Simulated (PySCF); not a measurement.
Electron correlation in Nb(2+) (niobium, charge +2)

[Kr] 4d2 5p1, one real determinant (an excited configuration). All numbers are calculated (PySCF 2.14, a scalar-relativistic core potential, in aug-cc-pVTZ-PP with ECP28MDF (6s6p5d3f2g, 88 functions)). Frozen: 4s2 4p6; 3 electrons correlated.

MP2 pair energies summed by pair of shells (mhartree):

```json
{"pair": "4d-5p", "energy": "-7.14", "share (%)": "66.6"}
{"pair": "4d-4d", "energy": "-3.58", "share (%)": "33.4"}
```

Total MP2 correlation energy: -10.72 mhartree.

Same-spin part -10.72 and opposite-spin part 0.00 mhartree; SCS-MP2 scales them by 1/3 and 6/5 to -3.57 mhartree.

The reference is one real determinant that mixes LS terms of this configuration.
